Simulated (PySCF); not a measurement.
# How the method changes the constants of BeSb

State: ⁴Σ⁻ (quartet), unpaired electrons σ ↑, π ↑↑. Set-up: Be def2-SVPD, Sb def2-SVPD with ECP28; scalar-relativistic core potentials (PySCF 2.14). De refers to Be + Sb in their high-spin ground configurations, without counterpoise correction. The functionals are run spin-unrestricted. A positive dipole means Be(−)Sb(+).

```tsv
Level	Re (Å)	ωe (cm⁻¹)	De (eV)	μ (D)
UHF	2.424	452	0.63	-0.45
UHF-MP2	2.429	446	0.66	n/a
UHF-SCS-MP2	2.443	434	0.53	n/a
UHF-CCSD	2.473	384	0.277	n/a
UHF-CCSD(T)	2.477	384	0.337	n/a
PBE	2.412	446	1.28	0.48
revPBE	2.429	435	1.13	0.46
r²SCAN	2.406	457	1.36	0.19
r²SCANh	2.404	459	1.32	0.14
B3LYP	2.409	449	1.11	0.25
PBE0	2.400	458	1.20	0.25
LC-ωPBE	2.372	483	1.11	0.02
```

Question: Which functional lies closest to UHF-CCSD(T) in De, which farthest, and by how much do they differ from it?

Answer: Closest is B3LYP (-6.8 pm in Re, +16.9 % in ωe, +0.77 eV in De against UHF-CCSD(T) in the same basis), farthest r²SCAN (-7.1 pm in Re, +19.0 % in ωe, +1.02 eV in De). CCSD(T) converges more slowly with the basis than the functionals do and binds too weakly in this one, so the order can change at the basis-set limit.

Question: What does a quarter of exact exchange do here, going from PBE to PBE0?

Answer: PBE0 less PBE: -1.2 pm in Re, +2.7 % in ωe, -0.08 eV in De. Exact exchange removes part of the self-interaction that spreads semilocal densities, and in most molecules shortens and stiffens the bond and lowers De; so it does here.

Question: What does the step from GGA to meta-GGA do here, going from PBE to r²SCAN?

Answer: r²SCAN less PBE: -0.6 pm in Re, +2.5 % in ωe, +0.08 eV in De. 

Correlated steps freeze 4 core orbitals. Correlated levels converge slowly with the basis: in double zeta they bind strong bonds too weakly, by up to about 1 eV, and carry superposition errors of some tenths. Spin–orbit coupling is left out, which matters for elements this heavy, above all for dissociation energies. The state is the lowest determinant that a PBE0 search found; another state may lie lower at other levels.

The whole job (state search and all levels along the bond) took about 2.1 min on 1 thread of Arm Neoverse V1 (shared host), peak memory 0.52 GiB.
